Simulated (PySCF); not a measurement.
## Radial density of Ca (calcium, neutral)

LC-wPBE, [Ar] 3d2, high-spin 3F determinant (an excited configuration). Calculation: PySCF 2.14, in x2c-TZVPPall; scalar relativity by spin-free X2C-1e.

```tsv
r (bohr)	4πr²ρ (e/bohr)	4πr²(ρα − ρβ)
0.00149	0.1755	0.0000
0.00250	0.4524	0.0000
0.00421	1.147	0.0000
0.00708	2.789	-0.0001
0.0119	6.304	-0.0003
0.0200	12.56	-0.0005
0.0337	20.30	-0.0009
0.0567	23.44	-0.0017
0.0954	18.47	-0.0046
0.160	18.93	-0.0104
0.270	24.45	0.0009
0.454	11.78	0.0865
0.763	6.498	0.2237
1.28	6.796	0.4515
2.16	1.617	0.4650
3.63	0.3635	0.3327
6.11	0.1401	0.1400
10.3	0.0002161	0.0002
```

Densities and radii are taken from the X2C orbitals without a picture-change correction, which distorts them close to the nucleus.

Q: Where is the radial spin density 4πr²(ρα − ρβ) most negative, and why is it negative at all?

A: Around r = 0.160 bohr, down to -0.0104 e/bohr: exchange with the open shell polarises the paired shells in an unrestricted calculation.
